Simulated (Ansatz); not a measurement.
```yaml
crystal:
  periodic: [false, false, false]
  atoms:
    - {symbol: F, position_ang: [-0.769868, -0.305742, 1.511608]}
    - {symbol: Ge, position_ang: [0.068831, 0.099312, 0.064326]}
    - {symbol: Cl, position_ang: [1.458301, -1.465121, -0.279250]}
    - {symbol: Br, position_ang: [-1.474461, 0.157922, -1.600829]}
    - {symbol: H, position_ang: [0.767097, 1.440029, 0.262645]}
basis:
  gaussian: {orbitals: cc-pVDZ, point_charges: [{charge: 1.00, position_ang: [4.164, -0.141, -0.411]}]}
magnetization: {spin_polarized: true, initial_magnetization: 2}
hamiltonian: {xc: {name: wPBEh}}
output: {forces: true}
```

```sh
$ ansatz run in.yaml --threads 4 --pin off --events-out ev --progress --plain --max-ram 10444MiB
```

Shortened log:

```
Functional definition: wPBEh
1011 factors; integrals over basis functions are off by at most 7.7e-4 eV
67 factors; integrals over basis functions are off by at most 2.9e-7 eV
mean field evaluation 1: about -141791.0009 eV, gradient 2.7e1 eV
mean field evaluation 2: about -141765.9532 eV, gradient 7.9e1 eV
mean field evaluation 4: about -141794.2978 eV, gradient 8.1e0 eV
mean field evaluation 8: about -141794.8936 eV, gradient 4.5e-1 eV
mean field evaluation 16: about -141794.8959 eV, gradient 1.4e-2 eV
mean field evaluation 32: about -141794.8962 eV, gradient 1.9e-4 eV
mean field -141794.89616862 eV, -5210.8663221642 hartree, gradient 1.9e-7 eV, S^2 2.004942; 7 other end points of the search recorded, 0 dependent functions left out
reference -141794.89619931 eV, -5210.8663232920 hartree; 48, 46 occupied and 43, 45 virtual orbitals, 1011 factors
Total energy: -141794.89619931 eV, -5210.8663232920 hartree
Atom 0 at    -0.769868    -0.305742     1.511608 Å, force    -0.522095    -0.118932     1.553074 eV/Å
Atom 1 at     0.068831     0.099312     0.064326 Å, force     1.315128     0.663422     2.412195 eV/Å
Atom 2 at     1.458301    -1.465121    -0.279250 Å, force     3.119128    -2.152463    -0.218750 eV/Å
Atom 3 at    -1.474461     0.157922    -1.600829 Å, force    -4.437252     0.407343    -4.448847 eV/Å
Atom 4 at     0.767097     1.440029     0.262645 Å, force     0.916448     1.472698     0.649505 eV/Å
Dipole moment:    -0.851944     0.442126    -0.611418 e Å
```

It took 15 s on 4 threads of an Arm Neoverse V2 on a shared host, with 0.45 GiB of host memory at the peak.
